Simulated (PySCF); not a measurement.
Start geometry of `C[S][Ga]([CH3])[C](C)(C)C` from GFN2-xTB (Å):
```
atom  x, y, z in Å
C1     3.750   -0.282    0.038
S2     2.233   -1.313    0.001
Ga3    0.623    0.298    0.098
C4     1.220    2.277    0.234
C5    -1.346   -0.454   -0.013
C6    -1.422   -1.711    0.854
C7    -1.642   -0.821   -1.468
C8    -2.334    0.601    0.476
H9     4.490   -0.788   -0.575
H10    3.551    0.710   -0.365
H11    4.105   -0.213    1.062
H12    1.594    2.642   -0.726
H13    0.373    2.901    0.524
H14    2.011    2.402    0.979
H15   -2.391   -2.201    0.743
H16   -0.642   -2.419    0.559
H17   -1.279   -1.461    1.908
H18   -0.909   -1.544   -1.832
H19   -2.636   -1.265   -1.559
H20   -1.602    0.065   -2.106
H21   -3.358    0.227    0.415
H22   -2.264    1.504   -0.134
H23   -2.129    0.871    1.513
```

Problem. What comes out of this run: PySCF, PBE0-D3(BJ)/def2-SVP geometry optimisation, gas phase?

Solution. 
```
atom  x, y, z in Å
C1     3.6997   -0.2004    0.0949
S2     2.1599   -1.1785    0.0953
Ga3    0.5539    0.3416    0.1187
C4     1.0671    2.2421    0.1500
C5    -1.2705   -0.4599    0.0116
C6    -1.3232   -1.7317    0.8575
C7    -1.5194   -0.8103   -1.4585
C8    -2.3177    0.5419    0.4935
H9     4.4497   -0.7487   -0.4918
H10    3.5611    0.7909   -0.3565
H11    4.0775   -0.0784    1.1198
H12    1.4610    2.5422   -0.8348
H13    0.2046    2.8843    0.3811
H14    1.8555    2.4280    0.8948
H15   -2.3118   -2.2201    0.7605
H16   -0.5617   -2.4654    0.5480
H17   -1.1654   -1.5255    1.9286
H18   -0.7817   -1.5344   -1.8403
H19   -2.5209   -1.2662   -1.5809
H20   -1.4895    0.0773   -2.1130
H21   -3.3344    0.1123    0.4102
H22   -2.3086    1.4711   -0.0996
H23   -2.1707    0.8208    1.5500
```

The energy falls by 22.0 kJ/mol over 7 energy and gradient evaluations, the largest force component goes from 0.0233 to 2.6e-04 Eh/bohr, and the atoms move by 0.097 Å rms after alignment. The bond that changes most is Ga3–C5 (ends: gallium bonded to 2 C and S; sp3 carbon without hydrogen), which shortens by 0.115 Å. Bonds longer at the end by more than 0.005 Å: 15 of 22; shorter: 4. Among the angles that change most is C1–S2–Ga3, from 100.7° to 104.1°. Rotational constants go from 1854, 807.6, 645.9 to 1927, 852.1, 684.5 MHz. The orientation of the end geometry is arbitrary; only internal coordinates are fixed.

The run used 209 basis functions and 44 SCF cycles in all. Rough CPU time on one thread of a shared machine: about 5 min.

Stationary, but not proved a minimum. One conformer, not necessarily the lowest.
